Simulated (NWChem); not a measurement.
# Si2H2, singlet; SMILES [Si]=[SiH2]

```xyz
4

Si     0.0000     0.0000     0.9782
Si     0.0000     0.0000    -1.2383
H      0.0000     1.2496     1.8209
H      0.0000    -1.2496     1.8209
```
Atoms are numbered in this order, from 1.

Computed with NWChem. Low-valent species are run as closed-shell singlets; no triplet was tried in these runs. The geometry was optimised at PBE-D3(BJ)/def2-SVP. Ions are spin-unrestricted doublets at the neutral geometry; other ion states weren't tried.

For level LDA (Slater exchange, VWN5)/def2-SVPD:

vertical ionisation energy, ΔSCF (eV): 8.11
−ε(HOMO) (eV): 5.11

### Question
How do the values read with level Hartree-Fock/def2-SVPD instead?

### Answer
| Quantity | Result |
|---|---|
| vertical ionisation energy, ΔSCF (eV) | 6.74 |
| −ε(HOMO) (eV) | 7.39 |
